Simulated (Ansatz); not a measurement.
`CC(C)[O][AlH][Cl]` → `[OH][AlH][Cl]` + propene  (alkene loss)

Computed with Ansatz on PBE0-D4/def2-TZVP structures; ΔE is electronic, products minus reactants. CCSD(T)/CBS is the MP2 limit (def2-TZVPP, def2-QZVPP) plus CCSD(T) − MP2 in def2-TZVPP, frozen cores. This one scheme is used for every species. DFT in def2-TZVPP. B3LYP here is the variant with VWN-RPA as its local correlation; programs differ in this. One conformer a species, not always the lowest.

`CC(C)[O][AlH][Cl]`:

Cartesian coordinates in Å:
```
C -0.377 1.009 1.255
C -0.067 -0.152 0.331
C -1.248 -1.089 0.178
O 0.286 0.353 -0.940
Al 1.647 0.319 -1.912
Cl 3.356 -0.687 -1.228
H -1.207 1.597 0.855
H 0.491 1.664 1.357
H -0.652 0.649 2.249
H 0.779 -0.716 0.747
H -2.100 -0.554 -0.247
H -1.543 -1.501 1.146
H -0.998 -1.920 -0.485
H 1.633 1.028 -3.306
```

`[OH][AlH][Cl]`:

Z-matrix (Å, degrees):
```
Al
O 1 1.684
Cl 1 2.096 2 119.8
H 1 1.563 2 119.3 3 180.0
H 2 0.956 1 124.3 3 0.0
```

`C=CC`:

```xyz
9

C    -0.794   -0.229    1.112
C    -0.118   -0.531    0.013
C     0.642    0.443   -0.820
H    -0.838    0.788    1.488
H    -1.328   -0.985    1.676
H    -0.103   -1.566   -0.325
H     1.699    0.166   -0.882
H     0.263    0.460   -1.847
H     0.576    1.454   -0.413
```

Task: Is it downhill or uphill in electronic energy at CCSD(T)/CBS, and by how much? (Best estimate.)

Result: Ansatz gave: Uphill: ΔE = +65.7 kJ/mol.

Task: What do these levels give: BLYP-D4, B97M-V, CAM-B3LYP-D4, ωB97X-V, B3LYP, HF/def2-TZVPP? (An estimate is asked.)

Result: The calculation gave: BLYP-D4 55.0, B97M-V 71.5, CAM-B3LYP-D4 74.8, ωB97X-V 82.2, B3LYP 47.6, HF/def2-TZVPP 48.3 kJ/mol.

Largest T1 diagnostic among the species: 0.011.

Leaving LDA and LC-ωPBE aside and taking each functional with its dispersion term where it has one, the values spread over 27.3 kJ/mol, from BLYP-D4 to ωB97X-V. LDA lies +45.3 kJ/mol from PBE without D4. From r2SCAN to r2SCAN0 (25 % exact exchange), in def2-TZVPP and without D4, ΔE moves by +5.6 kJ/mol.
